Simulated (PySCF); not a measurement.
# Computed properties of 3-silylpropanenitrile (C3H7NSi), SMILES C(CC[SiH3])#N

3-silylpropanenitrile (C3H7NSi), SMILES N#CCC[SiH3]. Geometry optimised at TPSSh-D3(BJ)/def2-SVP. One conformer was computed; it need not be the lowest. All values are computed for the isolated molecule unless a solvent is named; none is compared with measurement here.

**Structure.** All 30 harmonic modes at TPSSh-D3(BJ)/def2-SVP (PySCF) are real, so it is a minimum. With heavy atoms numbered as in [N:1]#[C:2][CH2:3][CH2:4][SiH3:5], the shortest bond between them is N1–C2 at 1.163 Å and the longest C4–Si5 at 1.902 Å.

**Vibrations.** The strongest infrared lines (harmonic, unscaled, degenerate partners summed) lie at 934 cm⁻¹ (213 km/mol, H 88 %, Si 8 %), 2261 cm⁻¹ (114 km/mol, H 97 %), 2249 cm⁻¹ (90 km/mol, H 97 %). The softest mode is at 70 cm⁻¹ and the zero-point energy is 56.0 kcal/mol.

**Electronic structure.** HF/def2-TZVP (PySCF) places the frontier levels at -12.12 and 2.84 eV, a gap of 14.96 eV, and gives a dipole moment of 4.29 D and a mean polarisability of 61.4 bohr³. PBE/def2-TZVP (PySCF) at the same geometry gives -7.74 and -0.83 eV, so its gap is 8.05 eV narrower. An orbital gap is neither the optical nor the fundamental gap.

**Excitations.** TDA-M06-2X/def2-SVPD (PySCF) has S1 at 7.03 eV (176 nm, f = 0.000, dark); the most intense of the 10 singlets computed lies at 8.90 eV (f = 0.04). T1 (TDA) is at 6.40 eV, 0.63 eV under S1. TDA-PBE/def2-SVPD (PySCF) puts S1 at 7.00 eV. No vertical singlet excitation falls in the visible range (under 3.1 eV).

**NMR.** GIAO shifts at PBE0/pcSseg-1 (PySCF) (non-relativistic, atoms alike by connectivity averaged): ¹³C from 8.8 to 126.9 ppm against TMS; ¹H from 1.2 to 4.2 ppm against TMS; ²⁹Si at -65.3 ppm against TMS.

**Solvation.** SMD-PBE0/6-31G* (PySCF) gives -2.6 kcal/mol in water, -5.8 kcal/mol in N,N-dimethylformamide, -5.4 kcal/mol in tetrahydrofuran (1 M in both phases, gas-phase geometry).
